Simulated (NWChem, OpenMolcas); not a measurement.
# How methods differ on CsCl (SMILES [Cl][Cs])

CsCl: 2 atoms, total charge 0, spin state singlet. SMILES: `[Cl][Cs]`. The bond length is the measured one.

| atom | x (Å) | y (Å) | z (Å) |
| --- | --- | --- | --- |
| Cl | 0.0000 | 0.0000 | 0.0000 |
| Cs | 0.0000 | 0.0000 | 2.9063 |

Quantity: the vertical energy of the triplet above the singlet, in eV. The values are calculated.

| level | kind | program | value (eV) | less CCSD(T)/def2-TZVPP | CPU time (all runs) |
| --- | --- | --- | --- | --- | --- |
| HF/def2-TZVPP (core potential) | Hartree–Fock | NWChem | 4.00 | -0.67 | 19 s |
| BLYP/def2-TZVPP (core potential) | GGA | OpenMolcas | 4.67 | 0.00 | 17 s |
| r2SCAN/def2-TZVPP (core potential) | meta-GGA | NWChem | 4.90 | +0.23 | 23 s |
| B3LYP/def2-TZVPP (core potential) | global hybrid | OpenMolcas | 4.75 | +0.08 | 16 s |
| wB97X/def2-TZVPP (core potential) | range-separated hybrid | NWChem | 5.10 | +0.43 | 55 s |
| MP2/def2-TZVPP (core potential) | perturbation theory | NWChem | 4.83 | +0.16 | 26 s |
| MP3/def2-TZVPP (core potential) | perturbation theory | NWChem | 4.73 | +0.06 | 39 s |
| CCSD(T)/def2-TZVPP (core potential) | coupled cluster or CI | NWChem | 4.67 | 0.00 | 74 s |

CCSD(T)/def2-TZVPP (core potential) is the highest level here, not the true value. Spin-orbit coupling, which can split open shells on such heavy atoms by tenths of an eV, is left out. The values span 4.00 to 5.10 eV. CPU times are rough (shared hosts, several kinds of processor): they show what a rung costs within a factor of a few.
